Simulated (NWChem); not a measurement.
System: C3H6OSi; SMILES C#C[Si@@H](C)O

Input file for NWChem:

```
start job
memory heap 200 mb stack 900 mb global 1100 mb
geometry units angstroms noautoz
  C      0.149938    -2.569940    -0.169818
  C      0.025593    -1.376440     0.016614
  Si    -0.099468     0.422476     0.320927
  C      1.444019     1.284284    -0.313680
  O     -1.486516     0.925154    -0.461166
  H      0.246412    -3.620183    -0.336601
  H     -0.221184     0.646597     1.790419
  H      1.574215     1.115061    -1.388258
  H      1.398682     2.367028    -0.143581
  H      2.335318     0.904000     0.199999
  H     -1.799721     1.813082    -0.240283
end
basis spherical
  * library def2-svp
end
dft
  xc b3lyp
  iterations 150
  mulliken
end
task dft energy
```

Output (shortened):

```
             Northwest Computational Chemistry Package (NWChem) 7.3.0
             --------------------------------------------------------

 C1  symmetry detected

                             Geometry "geometry" -> ""
                             -------------------------

 Output coordinates in angstroms (scale by  1.889725989 to convert to a.u.)

  No.       Tag          Charge          X              Y              Z
 ---- ---------------- ---------- -------------- -------------- --------------
    1 C                    6.0000     0.05432329    -2.58323675    -0.17401544
    2 C                    6.0000    -0.02101716    -1.38980490     0.03742027
    3 Si                  14.0000    -0.07149602     0.40639191     0.37723539
    4 C                    6.0000     1.47914458     1.22537324    -0.29550118
    5 O                    8.0000    -1.46564341     0.97179145    -0.34728736
    6 H                    1.0000     0.10759746    -3.63291600    -0.36234892
    7 H                    1.0000    -0.13494769     0.60716901     1.85375636
    8 H                    1.0000     1.56649434     1.07178398    -1.37674383
    9 H                    1.0000     1.47821548     2.30567722    -0.10506449
   10 H                    1.0000     2.37334584     0.80462277     0.18017633
   11 H                    1.0000    -1.73931805     1.86585513    -0.10019398

 Effective nuclear repulsion energy (a.u.)     205.2790001151

                                 NWChem DFT Module
                                 -----------------

 Summary of "ao basis" -> "ao basis" (spherical)
 ------------------------------------------------------------------------------
       Tag                 Description            Shells   Functions and Types
 ---------------- ------------------------------  ------  ---------------------
 C                          def2-svp                 6       14   3s2p1d
 Si                         def2-svp                 8       18   4s3p1d
 O                          def2-svp                 6       14   3s2p1d
 H                          def2-svp                 3        5   2s1p

            General Information
            -------------------
          SCF calculation type: DFT
          Wavefunction type:  closed shell.
          No. of atoms     :    11
          No. of electrons :    46
           Alpha electrons :    23
            Beta electrons :    23
          Charge           :     0
          Spin multiplicity:     1
          Use of symmetry is: off; symmetry adaption is: off
          Maximum number of iterations: 150
          AO basis - number of functions:   104
                     number of shells:    50
          Convergence on energy requested:  1.00D-06
          Convergence on density requested:  1.00D-05
          Convergence on gradient requested:  5.00D-04

              XC Information
              --------------
                         B3LYP Method XC Potential
                     Hartree-Fock (Exact) Exchange  0.200
                        Slater Exchange Functional  0.800 local
                    Becke 1988 Exchange Functional  0.720 non-local
              Lee-Yang-Parr Correlation Functional  0.810
                  VWN I RPA Correlation Functional  0.190 local

             Grid Information
             ----------------
          Grid used for XC integration:  medium
          Radial quadrature: Mura-Knowles
          Angular quadrature: Lebedev.
          Tag              B.-S. Rad. Rad. Pts. Rad. Cut. Ang. Pts.
          ---              ---------- --------- --------- ---------
          C                   0.70       49          12.0       434
          Si                  1.10       88          11.0       590
          O                   0.60       49          12.0       434
          H                   0.35       45          14.0       434
          Grid pruning is: on
          Number of quadrature shells:   554
          Spatial weights used:  Erf1

      Superposition of Atomic Density Guess
      -------------------------------------

 Sum of atomic energies:        -479.29980384

      Non-variational initial energy
      ------------------------------

 Total energy =    -481.625773
 1-e energy   =   -1064.945123
 2-e energy   =     378.040350
 HOMO         =      -0.345565
 LUMO         =       0.001690

     ---------------------------------------------
      Total Density - Mulliken Population Analysis
     ---------------------------------------------

    Atom       Charge   Shell Charges
 -----------   ------   -------------------------------------------------------
    1 C    6     6.17   1.99  0.98  0.57  1.86  0.73  0.03
    2 C    6     6.24   1.99  1.02  0.31  1.98  0.91  0.03
    3 Si  14    13.01   2.00  1.99  0.93  0.18  5.93  1.00  0.70  0.27
    4 C    6     6.60   1.99  0.96  0.28  2.12  1.23  0.01
    5 O    8     8.78   1.99  1.10  0.64  3.09  1.95  0.00
    6 H    1     0.88   0.63  0.22  0.03
    7 H    1     1.09   0.70  0.38  0.01
    8 H    1     0.87   0.65  0.19  0.03
    9 H    1     0.86   0.65  0.18  0.03
   10 H    1     0.86   0.65  0.18  0.03
   11 H    1     0.65   0.52  0.07  0.06

   convergence    iter        energy       DeltaE   RMS-Dens  Diis-err
 ---------------- ----- ----------------- --------- --------- ---------
 d= 0,ls=0.0,diis     1   -482.3433879028 -6.88D+02  1.33D-02  6.57D-01
 d= 0,ls=0.0,diis     2   -482.3288313532  1.46D-02  7.86D-03  9.11D-01
 d= 0,ls=0.0,diis     3   -482.4125531421 -8.37D-02  2.04D-03  7.62D-02
 d= 0,ls=0.0,diis     4   -482.4179083251 -5.36D-03  9.15D-04  2.02D-02
 d= 0,ls=0.0,diis     5   -482.4203645577 -2.46D-03  2.71D-04  1.82D-03
  Resetting Diis
 d= 0,ls=0.0,diis     6   -482.4205844536 -2.20D-04  6.37D-05  7.15D-05
 d= 0,ls=0.0,diis     7   -482.4205939569 -9.50D-06  2.17D-05  2.22D-06
 d= 0,ls=0.0,diis     8   -482.4205938140  1.43D-07  1.19D-05  3.26D-06
 d= 0,ls=0.0,diis     9   -482.4205942482 -4.34D-07  1.47D-06  3.11D-08

         Total DFT energy =     -482.420594248168
      One electron energy =    -1069.820311659175
           Coulomb energy =      430.133807822824
    Exchange-Corr. energy =      -48.013090526880
 Nuclear repulsion energy =      205.279000115062

 Numeric. integr. density =       45.999989957148

                       DFT Final Molecular Orbital Analysis
                       ------------------------------------

 Vector   21  Occ=2.000000D+00  E=-3.029793D-01
              MO Center= -4.6D-01,  1.7D-01, -7.2D-02, r^2= 3.9D+00
   Bfn.  Coefficient  Atom+Function         Bfn.  Coefficient  Atom+Function
  ----- ------------  ---------------      ----- ------------  ---------------
    66      0.324407   5 O  pz               64     -0.262243   5 O  px
    69      0.241124   5 O  pz               20     -0.212631   2 C  pz
    67     -0.195563   5 O  px               50     -0.193564   4 C  px
     6     -0.191066   1 C  pz               49      0.167032   4 C  s
    65     -0.162609   5 O  py               23     -0.147501   2 C  pz

 Vector   22  Occ=2.000000D+00  E=-2.893187D-01
              MO Center=  1.2D-03, -1.9D+00, -5.3D-02, r^2= 1.8D+00
   Bfn.  Coefficient  Atom+Function         Bfn.  Coefficient  Atom+Function
  ----- ------------  ---------------      ----- ------------  ---------------
     4      0.375749   1 C  px               18      0.371748   2 C  px
     7      0.221410   1 C  px               21      0.213587   2 C  px
    20      0.184378   2 C  pz                6      0.183333   1 C  pz
     9      0.109227   1 C  pz               23      0.097641   2 C  pz
    66      0.070333   5 O  pz               65     -0.056784   5 O  py

 Vector   23  Occ=2.000000D+00  E=-2.810586D-01
              MO Center=  9.8D-02, -1.1D+00,  8.7D-02, r^2= 3.9D+00
   Bfn.  Coefficient  Atom+Function         Bfn.  Coefficient  Atom+Function
  ----- ------------  ---------------      ----- ------------  ---------------
     6      0.315902   1 C  pz               20      0.292704   2 C  pz
     9      0.194488   1 C  pz               80     -0.181990   7 H  s
     4     -0.175075   1 C  px               49      0.170838   4 C  s
    50     -0.167873   4 C  px               81     -0.166426   7 H  s
    18     -0.161568   2 C  px               23      0.154984   2 C  pz

 Vector   24  Occ=0.000000D+00  E=-4.847283D-03
              MO Center= -1.8D-01, -8.0D-01,  8.8D-02, r^2= 4.9D+00
   Bfn.  Coefficient  Atom+Function         Bfn.  Coefficient  Atom+Function
  ----- ------------  ---------------      ----- ------------  ---------------
    63      0.480946   5 O  s                39      0.383057   3 Si px
     7     -0.364910   1 C  px              101     -0.333255  11 H  s
     9     -0.326972   1 C  pz               40     -0.288449   3 Si py
    21      0.278192   2 C  px                4     -0.265195   1 C  px
    41      0.256940   3 Si pz               23      0.248872   2 C  pz

 Vector   25  Occ=0.000000D+00  E= 9.062419D-03
              MO Center=  8.5D-02, -1.3D+00,  1.9D-02, r^2= 4.0D+00
   Bfn.  Coefficient  Atom+Function         Bfn.  Coefficient  Atom+Function
  ----- ------------  ---------------      ----- ------------  ---------------
    49      0.741624   4 C  s                 9     -0.420391   1 C  pz
     7      0.386379   1 C  px               91     -0.361932   9 H  s
    23      0.355845   2 C  pz               21     -0.322257   2 C  px
    39     -0.292130   3 Si px                6     -0.280596   1 C  pz
    81     -0.279372   7 H  s                 4      0.265918   1 C  px

[...]
```

Level: B3LYP/def2-SVP. Geometry: optimised at B3LYP/6-31G* (spherical d). B3LYP is NWChem's, with the RPA form of VWN correlation.
